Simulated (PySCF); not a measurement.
C₂H₆Be, SMILES [CH3][Be][CH3].

Geometry: r2SCAN-D4/def2-TZVP. The isomer is the one that the SMILES or the coordinates give; other isomers of the formula were not compared.

Calculation: TDA-LC-ωPBE/def2-SVPD run with PySCF.

Vertical excitations; the highest root listed may be one member of a degenerate set. The molecule is in vacuum. State labels are in the subgroup C2h.

| state | symmetry | energy (eV) | λ (nm) | f | main pairs |
|---|---|---|---|---|---|
| S1 | Ag | 7.22 | 172 | 0.000 | HOMO→LUMO+5, HOMO→LUMO+1 (degenerate set) |
| S2 | Bg | 7.22 | 172 | 0.000 | HOMO→LUMO+4, HOMO→LUMO (degenerate set) |
| S3 | Bu | 8.19 | 151 | 0.236 | HOMO→LUMO+3 86 % |
| S4 | Ag | 8.55 | 145 | 0.000 | HOMO−1→LUMO+3 53 %, HOMO→LUMO+2 40 % |
| S5 | Au | 8.62 | 144 | 0.142 | HOMO−1→LUMO, HOMO−1→LUMO+4 (degenerate set) |
| S6 | Bu | 8.62 | 144 | 0.142 | HOMO−1→LUMO+1, HOMO−1→LUMO+5 (degenerate set) |
| S7 | Bg | 9.35 | 133 | 0.000 | HOMO→LUMO, HOMO→LUMO+4 (degenerate set) |
| S8 | Ag | 9.35 | 133 | 0.000 | HOMO→LUMO+1, HOMO→LUMO+5 (degenerate set) |
| S9 | Ag | 9.67 | 128 | 0.000 | HOMO→LUMO+2 51 %, HOMO−1→LUMO+3 42 % |
| S10 | Bu | 10.07 | 123 | 0.020 | HOMO−1→LUMO+2 68 %, HOMO→LUMO+6 14 % |
| T1 | Ag | 6.73 | 184 | 0 | HOMO→LUMO+5, HOMO→LUMO+1 (degenerate set) |
| T2 | Bg | 6.73 | 184 | 0 | HOMO→LUMO+4, HOMO→LUMO (degenerate set) |
| T3 | Bu | 7.36 | 169 | 0 | HOMO−1→LUMO+5, HOMO−1→LUMO+1 (degenerate set) |
| T4 | Au | 7.36 | 169 | 0 | HOMO−1→LUMO+4, HOMO−1→LUMO (degenerate set) |
Triplets are in the Tamm–Dancoff approximation.
